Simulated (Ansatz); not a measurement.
**Question.** Name a neutral molecule of C, In, O, Si and H with HOMO–LUMO gap (B3LYP/def2-TZVPP) between 3.00 and 3.30 eV and HOMO–LUMO gap (PBE/def2-TZVPP) between 1.55 and 1.85 eV (Ansatz, PBE0-D4/def2-TZVP geometry).

**Answer.** `O=[CH][InH][SiH2]O` (3.17 eV, 1.58 eV). Other molecules can fit too; these were computed, each in one conformer that needn't be the lowest.

B3LYP here is the variant with VWN-RPA as its local correlation; programs differ in this.
